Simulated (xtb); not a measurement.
CClF2, doublet, at a GFN2-xTB geometry, atoms displaced at random by about 0.05 Å a coordinate. Base run: GFN2-xTB run with xtb 6.7.1.

Input for xtb:
```
$ xtb mol.xyz --gfn 2 --uhf 1 --opt --json

# file mol.xyz
4

F     -1.22702032    -0.99592145     0.03077882
C     -0.42993371     0.08247377     0.35692337
F     -0.94554013     1.23703638    -0.18327555
Cl     1.30479540    -0.08694590    -0.02676470
```

Variants of this job, named by their change:

| change | ΔE vs base (µEh) | optimiser steps |
|---|---|---|
| base | 0.0 | 6 |
| opt level = sloppy | 27.6 | 4 |
| opt level = lax | 0.0 | 6 |
| opt level = extreme | -0.6 | 9 |
| opt level = crude | 27.6 | 4 |
| opt level = loose | 0.8 | 5 |
| engine = lbfgs | -0.1 | - |
| opt level = vtight | -0.5 | 8 |
| alpb = dmso | -1936 | 6 |
| engine = inertial | 0.7 | - |
